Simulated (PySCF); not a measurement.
Dipole response of Pt⁶²⁺ (platinum, charge +62)

[Ne] 3s2 3p4, high-spin 3P determinant. All numbers are calculated (PySCF 2.14, the spin-free X2C one-electron Hamiltonian (Gaussian nucleus), in an uncontracted even-tempered set (17 s from 17 bohr⁻², ratio 2.5; 12 p from 22 bohr⁻², ratio 2.5; 4 d from 89 bohr⁻², ratio 2.7; 4 f from 130 bohr⁻², ratio 2.7)). Coupled (time-dependent) response in atomic units; α is the mean over directions.

| method | mean α (bohr³) | α xx, yy, zz | C₆ (like pair) | S(−4) |
| --- | --- | --- | --- | --- |
| UHF | 0.001319 | 0.001585, 0.0007881, 0.001585 | 4.186e-05 | 2.027e-06 |
| PBE0 | 0.001316 | 0.001576, 0.0007938, 0.001576 | 4.166e-05 | 2.028e-06 |

S(−4) is the Cauchy moment in α(ω) = α(0) + S(−4) ω² + …

Spin-orbit coupling is absent.

α(iu) at PBE0:

```json
{"u (hartree)": "0", "α(iu) (bohr³)": "0.001315"}
{"u (hartree)": "3.00", "α(iu) (bohr³)": "0.001298"}
{"u (hartree)": "6.00", "α(iu) (bohr³)": "0.001248"}
{"u (hartree)": "12.0", "α(iu) (bohr³)": "0.001090"}
{"u (hartree)": "18.0", "α(iu) (bohr³)": "0.0009167"}
{"u (hartree)": "24.0", "α(iu) (bohr³)": "0.0007636"}
{"u (hartree)": "30.0", "α(iu) (bohr³)": "0.0006394"}
{"u (hartree)": "45.0", "α(iu) (bohr³)": "0.0004337"}
{"u (hartree)": "60.0", "α(iu) (bohr³)": "0.0003202"}
{"u (hartree)": "90.0", "α(iu) (bohr³)": "0.0002099"}
{"u (hartree)": "150", "α(iu) (bohr³)": "0.0001290"}
```

A single London oscillator, α(iu) = α/(1 + u²/ω²), gives C₆ = (3/4) ω α². Matching the computed C₆ needs ω = 4 × 4.166e-05 / (3 × 0.001316²) = 32.1 hartree.

For an ion, C₆ is the dispersion term alone; charge-induced terms of lower order in 1/R come first.

The components differ because the open shell of this determinant is not spherical; for a pure term their mean is the scalar polarisability.

Spin-orbit coupling is strong in this species (close to jj coupling), so the high-spin LS determinant is a model state, not a physical level.
